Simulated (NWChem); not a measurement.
Molecule: C5H5, doublet; SMILES [C]1=CC=CC1

```xyz
10

C     -1.2322    -0.1222     0.0000
C     -0.4439    -1.2044     0.0000
C      0.9421    -0.7009     0.0000
C      0.9451     0.6506     0.0000
C     -0.4740     1.1542     0.0000
H     -0.7360    -2.2553     0.0000
H      1.8259    -1.3431     0.0000
H      1.8216     1.3008     0.0000
H     -0.6976     1.7770    -0.8848
H     -0.6976     1.7770     0.8848
```
Atoms are numbered in this order, from 1.

Program: NWChem. Pople sets run with spherical d functions. Spin-unrestricted. In the optimisation the excess spin sits in a' (Cs, its own frame). The geometry was optimised at PBE0/def2-SVP, spin-unrestricted. No frequency run checked for a minimum. No stability test was run on the SCF state. Level: PBE0/6-31G* with COSMO at NWChem's default radii, gas-phase geometry; the question gives the dielectric constant. Reactions with the solvent are ignored.

Task: Predict the results for dielectric constant 20.7. Quantities: electrostatic solvation energy (kcal/mol); dipole in solution (D).

Result: 
* **electrostatic solvation energy (kcal/mol)**: -2.7
* **dipole in solution (D)**: 1.12
